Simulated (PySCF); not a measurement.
# LiZn at BHandHLYP

Computed with BHandHLYP; Li 6-31G(d,p), Zn 6-31G(d,p); no relativity (PySCF 2.14).

* state: ²Σ⁺ (doublet), unpaired electrons σ ↑
* bond length: 2.630 Å
* harmonic wavenumber: 265 cm⁻¹
* force constant: 0.263 mdyn/Å
* rotational constant Be: 0.3855 cm⁻¹
* anharmonicity ωexe: 5.53 cm⁻¹
* vibration–rotation constant αe: 0.00869 cm⁻¹
* well depth De to Li + Zn: 0.32 eV
* dissociation energy D0: 0.30 eV
* bond order (Mayer): 0.68
* dipole moment (positive dipole means Li(−)Zn(+)): -0.20 D

The bond is weak. Basis-set superposition, not corrected here, can be much of De in a small basis, most of all at correlated wavefunction levels. Functionals without a dispersion term scatter widely for such bonds, and LDA overbinds them. The state was picked by a PBE0 search and need not be the measured ground state.
